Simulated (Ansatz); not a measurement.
Compare A (`C=C[SiH2][SiH2]Cl`) with its isomer B (`C=C(Cl)[SiH2][SiH3]`).

Isolated molecules relaxed with PBE0-D4/def2-TZVP in Ansatz; ΔE leaves out vibrations. CCSD(T)/CBS adds triple-zeta CCSD(T) − MP2 to the extrapolated MP2 energy (def2 sets, frozen cores). DFT in def2-TZVPP. B3LYP here is the variant with VWN-RPA as its local correlation; programs differ in this. One conformer a species, not always the lowest.

Question: Which is lower in electronic energy at CCSD(T)/CBS, and by how much? (Estimate.)

Answer: Ansatz gave: A, by 142.7 kJ/mol.

Question: Give E(B) − E(A) in kJ/mol with MP2/def2-TZVPP, B3LYP-D4, CCSD(T)/def2-TZVPP, ωB97M-V, PBE-D4, B2PLYP, B3LYP. (An estimate is asked.)

Answer: Ansatz gave: MP2/def2-TZVPP 142.1, B3LYP-D4 138.3, CCSD(T)/def2-TZVPP 139.3, ωB97M-V 142.3, PBE-D4 130.3, B2PLYP 141.9, B3LYP 141.0. None reverses the order clearly.

Largest T1 diagnostic: 0.012.

From PBE to PBE0 (25 % exact exchange), in def2-TZVPP and without D4, E(B) − E(A) moves by +7.5 kJ/mol. In def2-TZVPP, CCSD(T) changes the Hartree–Fock value by −18.1 kJ/mol (the triples alone add −3.9 kJ/mol) and MP2 by −15.4 kJ/mol.
